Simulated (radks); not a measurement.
Results of a calculation; reference values are marked as such.
Removal energies from neutral technetium, [Kr] 4d6 5s1, by Delta-SCF beside the eigenvalue of the level emptied. Level of theory: scalar-relativistic Kohn-Sham, PBEsol, spin-polarised, spherical densities, finite nucleus; Fermi nuclear charge, rms radius of each element as measured or else 0.836 A^(1/3) + 0.57 fm (a radial shooting solver on a logarithmic mesh with Libxc functionals). Open shells are filled with parallel spins first.

removed from        final configuration  Delta-SCF (eV)  -eigenvalue (eV)
4d                         [Kr] 4d5 5s1           6.878             2.624
5s                             [Kr] 4d6           7.699             4.777
4p            [Ar] 3d10 4s2 4p5 4d6 5s1          45.966            40.672
4s            [Ar] 3d10 4s1 4p6 4d6 5s1          74.235            68.652
